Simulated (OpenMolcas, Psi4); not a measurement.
**GaSiH4F (SMILES [F][GaH][SiH3]): methods side by side**

The species is GaSiH4F (7 atoms), meant as a singlet with charge 0. As SMILES, `[F][GaH][SiH3]`. The shape is that of a PBE0-D4/def2-TZVP optimisation.

Quantity: the vertical ionisation energy (to the doublet cation), in eV. The values are calculated.

| level | kind | program | value (eV) | less CCSD(T)/def2-SVP | CPU time (all runs) |
| --- | --- | --- | --- | --- | --- |
| HF/def2-SVP | Hartree–Fock | OpenMolcas | 9.82 | -0.36 | 11 s |
| SVWN5/def2-SVP | LDA | OpenMolcas | 9.97 | -0.21 | 29 s |
| PBE/def2-SVP | GGA | OpenMolcas | 9.84 | -0.34 | 48 s |
| M06-L/def2-SVP | meta-GGA | OpenMolcas | 10.01 | -0.17 | 62 s |
| PBE0/def2-SVP | global hybrid | OpenMolcas | 10.17 | -0.01 | 39 s |
| CAM-B3LYP/def2-SVP | range-separated hybrid | Psi4 | 10.27 | +0.09 | 69 s |
| wB97X/def2-SVP | range-separated hybrid | Psi4 | 10.33 | +0.15 | 59 s |
| B2PLYP/def2-SVP (density fitting for correlation) | double hybrid | Psi4 | 10.15 | -0.03 | 37 s |
| CCSD(T)/def2-SVP, open shells restricted | coupled cluster or CI | OpenMolcas | 10.18 | 0.00 | 71 s |

Differences are taken from CCSD(T)/def2-SVP, open shells restricted for orientation; it has basis-set and higher-order errors of its own. All-electron rows without a relativistic Hamiltonian named are non-relativistic. The values span 9.82 to 10.33 eV. In the correlated wave-function rows the outer d shell of Ga is correlated, in sets not made for it. CPU times are rough (shared hosts, several kinds of processor): they show what a rung costs within a factor of a few.
